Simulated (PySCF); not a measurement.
Compound: 3-propylpyridine, C₈H₁₁N.
Numbering: `[CH3:1][CH2:2][CH2:3][c:4]1[cH:5][cH:6][cH:7][n:8][cH:9]1` (hydrogens: H10, H11, H12 on C1; H13, H14 on C2; H15, H16 on C3; H17 on C5; H18 on C6; H19 on C7; H20 on C9)

The calculation used PBE0-D3(BJ)/def2-SVP geometry optimisation, gas phase (PySCF).

**Question.** What internal coordinates does the optimisation give?

**Answer.** 
| bond | length (Å) |
| --- | --- |
| C1–C2 | 1.519 |
| C2–C3 | 1.530 |
| C3–C4 | 1.501 |
| C4–C5 | 1.397 |
| C5–C6 | 1.392 |
| C6–C7 | 1.394 |
| C7–N8 | 1.330 |
| N8–C9 | 1.328 |
| C4–C9 | 1.401 |
| C1–H10, C1–H11, C1–H12 | 1.101 |
| C2–H13, C2–H14 | 1.104 |
| C3–H15, C3–H16 | 1.103 |
| C5–H17 | 1.094 |
| C6–H18 | 1.092 |
| C7–H19 | 1.096 |
| C9–H20 | 1.098 |

Bonds in one row agree within 0.01 Å and their mean is given. A selection of angles:
| angle | degrees |
| --- | --- |
| C1–C2–C3 | 113.1 |
| C2–C3–C4 | 112.9 |
| C3–C4–C5 | 122.2 |
| C3–C4–C9 | 121.2 |
| C5–C4–C9 | 116.6 |
| C4–C5–C6 | 119.6 |
| C5–C6–C7 | 118.4 |
| C6–C7–N8 | 123.1 |
| C7–N8–C9 | 117.9 |
| C4–C9–N8 | 124.5 |

Dihedral angles: C1–C2–C3–C4 180° (antiperiplanar); C2–C3–C4–C5 88° (synclinal). The mirror-image conformer, all signs reversed, is as good.

The 7 C–C bonds span 1.392 Å (C5–C6, aromatic) to 1.530 Å (C2–C3, drawn single), a spread of 0.138 Å. The 6-membered ring C4–C5–C6–C7–N8–C9 has internal angles of 116.6° to 124.5°; it is planar, 0.00 Å rms from its mean plane, widest ring torsion 0°. Of the pairs four or more bonds apart, H15···H20 is among the closest relative to their van der Waals radii: 2.46 Å, 103 % of the sum of Bondi's values. N8 (pyridine-type nitrogen) is bent (angle 117.9°).

Point group: C1 (no symmetry element, even within 0.4 Å). Stationary, but not proved a minimum. One conformer, not necessarily the lowest.
